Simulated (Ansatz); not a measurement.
Geometry optimisation, Ansatz 0.2.0, RHF/def2-SVP.

Input file:

```yaml
crystal:
  periodic: [false, false, false]
  atoms:
    - { symbol: Ge, position_ang: [0.0, 0.0, 0.0] }
    - { symbol: Cl, position_ang: [1.3501, 0.0, 2.0083] }
    - { symbol: H, position_ang: [1.741, 0.0, 0.178] }
    - { symbol: H, position_ang: [-0.73, 1.2648, -0.5162] }
    - { symbol: C, position_ang: [-0.9232, -1.5994, -0.6527] }
    - { symbol: H, position_ang: [-1.4228, -2.1111, 0.1962] }
    - { symbol: H, position_ang: [-1.6833, -1.3066, -1.4068] }
    - { symbol: H, position_ang: [-0.1873, -2.288, -1.1178] }
basis:
  gaussian: { orbitals: def2-SVP }
hamiltonian:
  xc: hf
relax:
  f_tol: 0.15
  max_steps: 25
  restrain:
    - { distance: [1, 2], at: 1.37, k: 30.0 }
    - { distance: [0, 1], at: 3.42, k: 30.0 }
    - { distance: [0, 2], at: 2.75, k: 30.0 }
output:
  orbitals: {}
```

Run as:

```bash
$ ansatz run input.yaml --threads 1 --pin off --max-ram 2048MiB --backend cpu --events-out ev --progress --plain --runs-dir out
```

Question: Where does it end, and by what steps?

Answer: The run converged. The restraints hold the end off the free minimum. After 10 steps the energy has fallen by 0.935 eV (the restraints' own energy left out); H3 moved furthest, 0.85 Å. Parted: Ge1–Cl2 (2.42 → 3.42 Å). Joined: Cl2–H3 (1.87 → 1.32 Å).

```tsv
step	energy less start (eV)	largest force component (eV/Å)	accepted
0	0.0000	4.538	yes
1	1.4855	7.313	yes
2	2.6887	7.817	yes
3	2.2812	7.234	yes
4	0.6861	5.008	yes
5	-0.3248	1.999	yes
6	-0.7237	1.576	yes
7	-0.8384	1.623	yes
8	-0.9149	1.518	yes
9	-0.9344	1.299	yes
10	-0.9346	1.345	yes
```

```xyz
8
Properties=species:S:1:pos:R:3
Ge 0.004 0.113 -0.819
Cl 1.838 -0.103 2.058
H 2.198 0.260 0.840
H -1.153 1.016 -0.235
C -1.022 -1.593 -0.777
H -1.525 -1.757 0.178
H -1.801 -1.525 -1.546
H -0.395 -2.451 -1.010
```

The run took 10 s on 1 thread of AMD EPYC 9R45 96-Core Processor (Zen 5), on a shared host, peak memory 0.19 GiB.
